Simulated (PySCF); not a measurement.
# Löwdin shares of the frontier orbitals

Species: C3H7ClOSi.
SMILES with atom numbers: `[Cl:1][Si@H:2]1[CH2:3][CH2:4][CH2:5][O:6]1` (hydrogens: H7 on Si2; H8, H9 on C3; H10, H11 on C4; H12, H13 on C5)

Theory: TDDFT wB97X-D/def2-SVPD, vertical, gas phase, core orbitals frozen in the response in PySCF. Geometry: GFN2-xTB, one conformer, isolated molecule.

Frontier orbitals with the atoms that hold most of them (Löwdin shares over 4%, at most four atoms; ? is withheld):

| orbital | ε (eV) | atoms |
| --- | --- | --- |
| LUMO+2 | 2.53 | Si2 28%, Cl1 26%, O6 13%, H7 13% |
| LUMO+1 | 2.26 | Cl1 41%, Si2 29%, C3 6%, H7 6% |
| LUMO | 2.13 | ? |
| HOMO | -9.95 | O6 35%, Cl1 11%, C3 11%, Si2 11% |
| HOMO-1 | -10.58 | ? |
| HOMO-2 | -11.02 | O6 32%, Cl1 24%, C5 13%, C4 11% |
| HOMO-3 | -11.48 | Cl1 60%, O6 12%, Si2 8%, C4 6% |

Task: Which atoms hold the LUMO, and with what shares?

Result: Si2 (bonded to C, Cl, O and H) 20%; C4 (bonded to 2 C and 2 H) 14%; C5 (bonded to C, O and 2 H) 9%; C3 (bonded to C, Si and 2 H) 9%. By element: carbon 31%, silicon 20%.

Task: Give the leading atoms of the HOMO-1.

Result: O6 (bonded to C and Si) 23%; Cl1 (bonded to Si) 19%; C3 (bonded to C, Si and 2 H) 19%; Si2 (bonded to C, Cl, O and H) 12%.

Task: The HOMO–LUMO gap is 12.09 eV. Where does the response calculation put the lowest singlet, and from which orbitals?

Result: S1 is at 7.69 eV (f = 0.024), 4.40 eV below the gap, made of HOMO→LUMO (44%), HOMO→LUMO+1 (32%), HOMO→LUMO+2 (12%). 

Next come S2 at 7.92 eV (f 0.018), HOMO→LUMO+2 (72%), HOMO→LUMO (9%); S3 at 8.11 eV (f 0.022), HOMO→LUMO (34%), HOMO→LUMO+1 (31%), HOMO-1→LUMO+1 (12%); S4 at 8.45 eV (f 0.028), HOMO-1→LUMO (61%), HOMO→LUMO+1 (13%), HOMO-1→LUMO+1 (8%); S5 at 8.59 eV (f 0.0065), HOMO-1→LUMO+2 (76%).
